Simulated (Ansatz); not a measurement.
```yaml
crystal:
  periodic: [false, false, false]
  atoms:
    - {symbol: C, position_ang: [-2.003343, 0.699995, 0.029140]}
    - {symbol: S, position_ang: [-1.203821, 0.450650, -1.586319]}
    - {symbol: Sn, position_ang: [1.049200, 0.170256, -0.879332]}
    - {symbol: C, position_ang: [1.269710, -1.199172, 0.730152]}
    - {symbol: F, position_ang: [1.555164, 1.851366, -0.067478]}
    - {symbol: H, position_ang: [-3.058624, 0.878608, -0.176291]}
    - {symbol: H, position_ang: [-1.917740, -0.183656, 0.661091]}
    - {symbol: H, position_ang: [-1.593554, 1.570212, 0.540047]}
    - {symbol: H, position_ang: [2.052299, -0.009857, -2.243691]}
    - {symbol: H, position_ang: [0.943445, -2.193195, 0.425049]}
    - {symbol: H, position_ang: [0.667262, -0.858343, 1.571488]}
    - {symbol: H, position_ang: [2.316901, -1.231969, 1.030045]}
basis:
  gaussian: {orbitals: def2-TZVPP, fitting: {mean_field: cc-pVTZ-jkfit}}
hamiltonian: {xc: {name: RPBE}, pseudopotentials: {relativity: none}}
scf: {lower_state_search: light}
```

```sh
$ ansatz run in.yaml --threads 2 --pin off --events-out ev --progress --plain --max-ram 32768MiB --backend cuda --devices 0, --max-vram 18GiB
```

How does Ansatz answer? (Best estimate.)

Computed: The program refused the input.
```
Functional definition: RPBE
Error: <dir> the basis set cc-pVTZ-JKFIT has no functions for Sn
```
